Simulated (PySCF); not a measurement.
C3H3BrClF. Atoms are numbered in the order given.

```xyz
9

C     -2.2300     0.3652     0.0000
C     -0.7702     0.0340     0.0000
Br     0.4217     1.5100     0.0000
C     -0.2962    -1.2203     0.0000
F     -1.1317    -2.2606     0.0000
Cl     1.3542    -1.7029     0.0000
H     -2.8336    -0.5524     0.0000
H     -2.4919     0.9625    -0.8882
H     -2.4919     0.9625     0.8882
```
Charge 0, spin multiplicity 1.

The structure is a stationary point at B3LYP-D3(BJ)/def2-SVP. The structure was generated by enumeration; whether it is a known compound was not checked.

The numbers are results of B3LYP-D3(BJ)/def2-SVP run with PySCF 2.14.0, not measurements.

Frequencies are harmonic and unscaled.

```
mode  ν (cm⁻¹)  IR (km/mol)  moving atoms (share of kinetic energy)
----  --------  -----------  --------------------------------------
1          131          1.2         F 37 %, C 27 %, Cl 18 %, H 12 %
2          155          0.5                 Cl 55 %, Br 34 %, C 9 %
3          166          0.1                                  H 96 %
4          295          1.6                 C 49 %, H 29 %, Br 13 %
5          301          1.2                          C 75 %, H 14 %
6          358          1.5        F 54 %, Br 22 %, Cl 14 %, C 10 %
7          417          3.1                 C 42 %, F 40 %, Cl 12 %
8          516          6.8                 C 38 %, Cl 38 %, F 13 %
9          556          2.1                                  C 89 %
10         821         50.8                  C 56 %, H 24 %, F 14 %
11        1044          0.1                          H 69 %, C 31 %
12        1048         54.0                          C 63 %, H 33 %
13        1112        114.1                          C 63 %, H 29 %
14        1203         94.6                          C 75 %, F 20 %
15        1396          0.1                          H 76 %, C 24 %
16        1449         12.1                                  H 97 %
17        1454          1.5                                  H 95 %
18        1731         69.5                                  C 97 %
19        3035         13.6                                  H 97 %
20        3107          5.8                           H 91 %, C 9 %
21        3149          2.5                           H 91 %, C 9 %
```
